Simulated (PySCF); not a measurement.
# How methods differ on the ionisation energy of Nb

Nb [Kr] 4d4 5s1 (6D) → Nb+ [Kr] 4d4 (5D), as a difference of total energies. Calculation: PySCF 2.14, in aug-cc-pVDZ-PP with ECP28MDF (5s5p4d2f, 54 functions); a scalar-relativistic core potential. Correlated levels: valence: 4s2 4p6 frozen. The calculations carry no spin-orbit coupling.

| method | ionisation energy (eV) |
| --- | --- |
| UHF | 5.998 |
| MP2 (valence) | 6.434 |
| SCS-MP2 (valence) | 6.143 |
| CCSD (valence) | 6.521 |
| CCSD(T) (valence) | 6.541 |

Task: How much does correlation contribute at CCSD(T) (valence)?

Result: 6.541 − (5.998) = 0.543 eV, measured against UHF.

Errors of the correlated levels include the incompleteness of this basis and the frozen core.

For comparison: 6.776 eV (measured; NIST levels, between the centres of gravity of the two terms).
